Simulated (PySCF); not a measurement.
PySCF 2.14 output of a UHF calculation on a single atom or ion in x2c-TZVPall (6s5p4d1f, 48 functions), with scalar relativity by spin-free X2C-1e:

```
SCF conv_tol = 1e-09
number electrons alpha = 11  beta = 9
cycle= 1 E= -763.077569128891  delta_E= -0.00198  |g|= 0.0132  |ddm|= 0.034
cycle= 2 E= -763.077648876028  delta_E= -7.97e-05  |g|= 0.00321  |ddm|= 0.00734
cycle= 3 E= -763.077655569587  delta_E= -6.69e-06  |g|= 0.000583  |ddm|= 0.00317
cycle= 4 E= -763.07765668491  delta_E= -1.12e-06  |g|= 0.00032  |ddm|= 0.00186
cycle= 5 E= -763.077657630614  delta_E= -9.46e-07  |g|= 0.00021  |ddm|= 0.00231
cycle= 6 E= -763.077658246978  delta_E= -6.16e-07  |g|= 0.000103  |ddm|= 0.00257
cycle= 7 E= -763.077658408807  delta_E= -1.62e-07  |g|= 1.98e-05  |ddm|= 0.00197
cycle= 8 E= -763.077658410355  delta_E= -1.55e-09  |g|= 2.01e-06  |ddm|= 0.000197
cycle= 9 E= -763.077658410361  delta_E= -6.37e-12  |g|= 2.99e-07  |ddm|= 1.42e-05
converged SCF energy = -763.077658410361  <S^2> = 2.001287  2S+1 = 3.0008579
```

The run itself started from symmetry-adapted Hartree-Fock orbitals and held the occupation by maximum overlap, so the iterations belong to that start.

Which element, charge and spin multiplicity is this?

Sc⁺ (scandium, charge +1), multiplicity 3; the state was [Ar] 3d1 4s1, high-spin 3D determinant.
